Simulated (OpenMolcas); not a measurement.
Systems:
- [MnCl6]4-, a model complex in vacuum: trigonal octahedron, bonds 59° from the threefold axis, Mn–Cl 2.54 Å; shape imposed, not necessarily the one it adopts

Method: state-averaged CASSCF on the open d shell, ANO basis sets as named, scalar-relativistic DKH2, RICD, in OpenMolcas. State energies are spin-free and vertical. Orbital splittings and repulsion parameters are fits to the integrals of the highest spin's CASSCF orbitals. Times are rough, from shared cores.

```
case          ground state  first state of another spin (cm⁻¹)  d-orbital splitting (cm⁻¹)  Racah B (cm⁻¹)  basis functions  relative time
------------  ------------  ----------------------------------  --------------------------  --------------  ---------------  -------------
ANO-RCC-VDZP          ⁶A₁g                       ⁴A₂g(1) 28210                        4790            1094              142              3
ANO-RCC-MB            ⁶A₁g                       ⁴A₂g(1) 26630                           …            1059               72              1
ANO-RCC-VDZ           ⁶A₁g                       ⁴A₂g(1) 28350                        4790            1097              105              2
ANO-RCC-VTZP          ⁶A₁g                       ⁴A₂g(1) 28360                        4770            1100              263             20
```

Q: Some entries are withheld; supply them.

A: 
- ANO-RCC-MB, d-orbital splitting (cm⁻¹): 5550

No ligand orbital and no second metal shell is active in the minimal space. The geometry is a model, so the numbers describe that model and not a measured compound. CASSCF on this space leaves out dynamic correlation. Anions stand alone here, with no counter-ions or solvent. A perturbation step moves a level of ANO-RCC-VTZP by 1.3 eV (XMS-CASPT2 (IPEA 0.25)) from CASSCF, too much for a small correction, so neither level is settled.
